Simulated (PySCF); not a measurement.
Computed shifts of a molecule C2H8BN, PBE/pcSseg-1 run with PySCF, GIAO, gas phase, atoms alike by connectivity averaged where their shifts nearly agree, in ppm (number of nuclei): ¹H: 5.20 (1), 4.43 (1), 4.24 (1), 1.32 (3), 1.22 (1), 0.84 (1). ¹³C: 21.7 (1), 14.1 (1). ¹⁵N: 121.3 (1). References: ¹¹B against BF3 (σ = 83.9 ppm); ¹H against TMS (σ = 31.49 ppm); ¹³C against TMS (σ = 182.0 ppm); ¹⁵N against NH3 (σ = 267.0 ppm), references at their B3LYP-D3(BJ)/def2-TZVP geometries, non-relativistic. Geometry: B3LYP-D3(BJ)/def2-SVP. The values are those of a single conformer.

### Question
Which molecule gave these data?
A) CB(C)N
B) CBNC
C) BN(C)C
D) CCBN

### Answer
D, CCBN
